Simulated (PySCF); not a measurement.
What settings do to a single point of [La(H2O)3]3+

The sound run of [La(H2O)3]3+ (singlet) uses PySCF 2.14.0, RKS r2SCAN, La lcecp-1-SVP with ECP46, O def2-SVP, H def2-SVP; non-relativistic Hamiltonian with scalar-relativistic core potentials where named; density fitting; no spin-orbit coupling, grid (50, 194), threshold 1e-8 Eh and 55 cycles, at the relaxed geometry:

```xyz
10

La    0.0000    0.0000    0.0000
O     2.4155    0.0000    0.0000
H     3.0337   -0.7554    0.1536
H     3.0337    0.7554   -0.1536
O    -1.2078    2.0919    0.0000
H    -0.8627    3.0050    0.1536
H    -2.1711    2.2496   -0.1536
O    -1.2078   -2.0919    0.0000
H    -2.1711   -2.2496    0.1536
H    -0.8626   -3.0050   -0.1536
```

There La1 has a Mulliken charge of 2.07 e and the dipole about the centre of mass is 0.00 D. Each run below changes one thing and starts from free metal ions and neutral atoms unless it says otherwise; with 55 cycles, smearing, a level shift and second-order steps follow where DIIS fails, and their cycles count. Energy shifts count from the sound run. On f atoms grids over 110 angular points are at least (60, 302).

```
                                                       change    outcome  cycles  energy shift (eV)  largest force component (eV/Å)  charge on La1 (e)  dipole about the centre of mass (D)
                                                grid (15, 26)  converged      10             0.0119                           11.48               2.08                                 0.20
start from a density of up to 30 smeared cycles (not counted)  converged       6             0.0000                            0.01               2.07                                 0.00
             charge changed by +1, spin kept, limit 64 cycles    refused       –                  –                               –                  –                                    –
```

How does the run with this change end: all coordinates × 1.12?

outcome converged, cycles 11, energy shift (eV) 2.42, largest force component (eV/Å) 3.74, charge on La1 (e) 2.15, dipole about the centre of mass (D) 0.00.

Unsound on purpose, so not properties of the compound: grid (15, 26).

Forces carry noise of the integration grid, about 0.01 to 0.03 eV/Å.

No frequency check is given that shows the relaxed geometry to be a minimum.
